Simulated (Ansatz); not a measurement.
System: C₄H₂, charge 0, singlet. C4H2 (SMILES C#CC#C).
B3LYP-D3(BJ)/def2-TZVP minimum from Ansatz (an electronic-structure program):
```xyz
6

C      0.0000     0.0000    -1.8866
C      0.0000     0.0000    -0.6818
C      0.0000     0.0000     0.6818
C      0.0000     0.0000     1.8866
H      0.0000     0.0000    -2.9488
H      0.0000     0.0000     2.9488
```
Charge 0, spin multiplicity 1.

Hartree-Fock and CCSD correlation energies in hartree (Ansatz). Radicals and triplets start from unrestricted determinants; spin-orbit coupling is neglected. Correlated methods leave the cores frozen. No relativity. The restricted determinant of C4H2 (C#CC#C, singlet) is unstable towards broken spin symmetry in at least one set run.

| basis | X | E(HF) | E(corr, CCSD) |
|---|---|---|---|
| cc-pVTZ | 3 | -152.55140 | -0.60898 |
| cc-pVQZ | 4 | -152.56078 | -0.63899 |
| cc-pV5Z | 5 | -152.56279 | withheld |

Task: Fit E(corr) = E∞ + A/X³ to X = 3 and 4, predict X = 5, and compare with the run.

Result: A = (-0.60898 - (-0.63899))/(1/27 - 1/64) = 1.4015; E∞ = -0.63899 - A/64 = -0.66089; at X = 5, E∞ + A/125 = -0.64968. The run gave -0.64850, 1.18 mEh above the prediction. The same form on X = 4 and 5 gives E∞ = -0.65848, 2.41 mEh above the first estimate.
